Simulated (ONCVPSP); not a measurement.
## Os: excitation energies, all-electron against ONCV

ONCVPSP 4.0.1 input, shortened (lines: element, Z, core and valence counts, functional; n l f; lmax; l rc ep ncon nbas qcut; lloc lpopt rc5 dvloc0; l nproj debl; icmod fcfact rcfact), PBEsol, scalar-relativistic:

```
  Os 76.00   10    4  -116133      upf
    1    0    2.00
    2    0    2.00
    2    1    6.00
    3    0    2.00
    3    1    6.00
    3    2   10.00
    4    0    2.00
    4    1    6.00
    4    2   10.00
    4    3   14.00
    5    0    2.00
    5    1    6.00
    5    2    6.00
    6    0    2.00
    2
    0    1.85    0.00    4    8    6.60
    1    1.35    0.00    4    7    6.40
    2    2.60    0.00    4    9    6.20
    4    4    1.15    0.00
    0    2    0.80
    1    2    3.90
    2    2    3.20
    2    0.25    0.70
```

Energies are relative to the spin-unpolarised reference configuration 5s2 5p6 5d6 6s2; without spin polarisation the order of configurations can differ from experiment.

```
valence configuration  charge  ΔE all-electron (eV)  error AE − PS (meV)
      5s2 5p6 5d6 6s1      +1                 9.624                 -4.4
      5s2 5p6 5d6 6s0      +2                26.565                  -18
      5s2 5p6 5d5 6s2      +1                11.118                 +9.6
```

(1) What are ΔE and the potential's error for 5s2 5p6 5d5 6s0?

Results:

(1) ΔE = 55.444 eV all-electron; the error (AE − PS) is -22 meV.
